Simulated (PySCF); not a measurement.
C$_{2}$H$_{7}$BCl$_{2}$Si, singlet, at a GFN2-xTB geometry; PySCF with DF-B3LYP/def2-TZVP.

PySCF was given this input:
```python
from pyscf import gto, scf, dft

mol = gto.Mole()
mol.atom = '''
    Si    0.585733    0.311149   -0.009277
    Cl    1.136410   -1.155739   -1.333335
    Cl    0.925187   -0.434710    1.868450
    B    -1.310996    0.776133   -0.284963
    C    -2.436335   -0.223334    0.165942
    C    -1.701457    2.136987   -0.968331
    H     1.634866    1.325526   -0.166791
    H    -2.235874   -0.683594    1.132427
    H    -2.460134   -1.051220   -0.546551
    H    -3.438560    0.199306    0.189439
    H    -2.721939    2.176059   -1.342913
    H    -1.029922    2.426276   -1.774607
    H    -1.614116    2.926603   -0.218930
'''
mol.basis = 'def2-tzvp'
mol.charge = 0
mol.spin = 0
mol.verbose = 4
mol.max_memory = 1800
mol.build()

mf = dft.RKS(mol)
mf.xc = 'b3lyp'
mf = mf.density_fit(auxbasis='def2-universal-jkfit')
mf.kernel()
```

**Question.** Write the output that PySCF gives for this input, abridged.

**Answer.** 
```
PySCF version 2.14.0

[INPUT] verbose = 4
[INPUT] num. atoms = 13
[INPUT] num. electrons = 72
[INPUT] charge = 0
[INPUT] spin (= nelec alpha-beta = 2S) = 0
[INPUT] symmetry False subgroup None
[INPUT] Mole.unit = angstrom
[INPUT] Symbol           X                Y                Z      unit          X                Y                Z       unit  Magmom
[INPUT]  1 Si     0.585733000000   0.311149000000  -0.009277000000 AA    1.106874952120   0.587986393932  -0.017530989258 Bohr   0.0
[INPUT]  2 Cl     1.136410000000  -1.155739000000  -1.333335000000 AA    2.147503665217  -2.184030181479  -2.519637982297 Bohr   0.0
[INPUT]  3 Cl     0.925187000000  -0.434710000000   1.868450000000 AA    1.748350044008  -0.821482843610   3.530858777444 Bohr   0.0
[INPUT]  4 B     -1.310996000000   0.776133000000  -0.284963000000 AA   -2.477423390400   1.466678806237  -0.538502025634 Bohr   0.0
[INPUT]  5 C     -2.436335000000  -0.223334000000   0.165942000000 AA   -4.604005897692  -0.422040094304   0.313584932563 Bohr   0.0
[INPUT]  6 C     -1.701457000000   2.136987000000  -0.968331000000 AA   -3.215287742724   4.038320161756  -1.829880387926 Bohr   0.0
[INPUT]  7 H      1.634866000000   1.325526000000  -0.166791000000 AA    3.089448990363   2.504881110990  -0.315189310042 Bohr   0.0
[INPUT]  8 H     -2.235874000000  -0.683594000000   1.132427000000 AA   -4.225189509036  -1.291805440396   2.139976886063 Bohr   0.0
[INPUT]  9 H     -2.460134000000  -1.051220000000  -0.546551000000 AA   -4.648979489731  -1.986517896665  -1.032831703107 Bohr   0.0
[INPUT] 10 H     -3.438560000000   0.199306000000   0.189439000000 AA   -6.497936662884   0.376633754983   0.357987827311 Bohr   0.0
[INPUT] 11 H     -2.721939000000   2.176059000000  -1.342913000000 AA   -5.143719237772   4.112155540895  -2.537737779118 Bohr   0.0
[INPUT] 12 H     -1.029922000000   2.426276000000  -1.774607000000 AA   -1.946270509664   4.584997142605  -3.353521208736 Bohr   0.0
[INPUT] 13 H     -1.614116000000   2.926603000000  -0.218930000000 AA   -3.050237173278   5.530478145330  -0.413717740451 Bohr   0.0

nuclear repulsion = 408.615285273617
number of shells = 100
number of NR pGTOs = 383
number of NR cGTOs = 246
basis = def2-tzvp
ecp = {}

******** <class 'pyscf.df.df_jk.DFRKS'> ********
method = DFRKS
initial guess = minao
damping factor = 0
level_shift factor = 0
DIIS = <class 'pyscf.scf.diis.CDIIS'>
diis_start_cycle = 1
diis_space = 8
diis_damp = 0
SCF conv_tol = 1e-09
SCF conv_tol_grad = None
SCF max_cycles = 50
direct_scf = False
XC library pyscf.dft.libxc version 7.1.2
    S. Lehtola, C. Steigemann, M. J. T. Oliveira, and M. A. L. Marques,  SoftwareX 7, 1–5 (2018)
XC functionals = b3lyp
    P. J. Stephens, F. J. Devlin, C. F. Chabalowski, and M. J. Frisch,  J. Phys. Chem. 98, 11623 (1994)
radial grids:
    Treutler-Ahlrichs [JCP 102, 346 (1995); DOI:10.1063/1.469408] (M4) radial grids

becke partition: Becke, JCP 88, 2547 (1988); DOI:10.1063/1.454033
pruning grids: <function nwchem_prune>
grids dens level: 3
symmetrized grids: False
atomic radii adjust function: <function treutler_atomic_radii_adjust>
small_rho_cutoff = 0
Set gradient conv threshold to 3.16228e-05
Initial guess from minao.
tot grids = 167880
******** <class 'pyscf.df.df.DF'> ********
auxbasis = def2-universal-jkfit
init E= -1315.70765988063
  HOMO = -0.30810145903272  LUMO = -0.132446439619429  gap/eV = 4.77982
cycle= 1 E= -1315.32500840344  delta_E= 0.383  |g|= 0.565  |ddm|= 2.66
  HOMO = -0.260717329377135  LUMO = -0.0696126680434617  gap/eV = 5.20022
cycle= 2 E= -1315.28718655688  delta_E= 0.0378  |g|= 0.686  |ddm|= 0.984
  HOMO = -0.279963728643885  LUMO = -0.0789463954606653  gap/eV = 5.46996
cycle= 3 E= -1315.40500074068  delta_E= -0.118  |g|= 0.0539  |ddm|= 0.554
  HOMO = -0.289226287092379  LUMO = -0.0856831510279754  gap/eV = 5.53869
cycle= 4 E= -1315.40553307352  delta_E= -0.000532  |g|= 0.031  |ddm|= 0.0724
  HOMO = -0.286377609505401  LUMO = -0.0822143435295644  gap/eV = 5.55557
cycle= 5 E= -1315.40580021177  delta_E= -0.000267  |g|= 0.00577  |ddm|= 0.0292
  HOMO = -0.286460917982943  LUMO = -0.0826055435691266  gap/eV = 5.54719
cycle= 6 E= -1315.4058079531  delta_E= -7.74e-06  |g|= 0.00203  |ddm|= 0.00702
  HOMO = -0.286459682832621  LUMO = -0.0824991290657309  gap/eV = 5.55005
cycle= 7 E= -1315.40580878088  delta_E= -8.28e-07  |g|= 0.000293  |ddm|= 0.00184
  HOMO = -0.286478352533745  LUMO = -0.082535771691056  gap/eV = 5.54956
cycle= 8 E= -1315.40580880356  delta_E= -2.27e-08  |g|= 7.56e-05  |ddm|= 0.000365
  HOMO = -0.286474944869568  LUMO = -0.0825273935590154  gap/eV = 5.54970
cycle= 9 E= -1315.4058088051  delta_E= -1.55e-09  |g|= 1.83e-05  |ddm|= 7.86e-05
  HOMO = -0.286476552344165  LUMO = -0.0825291124675758  gap/eV = 5.54969
cycle= 10 E= -1315.40580880519  delta_E= -9.16e-11  |g|= 2.67e-06  |ddm|= 2.11e-05
  HOMO = -0.286476154295663  LUMO = -0.0825286099940108  gap/eV = 5.54970
Extra cycle  E= -1315.4058088052  delta_E= -1.14e-12  |g|= 2.61e-06  |ddm|= 4.48e-06
converged SCF energy = -1315.4058088052
```
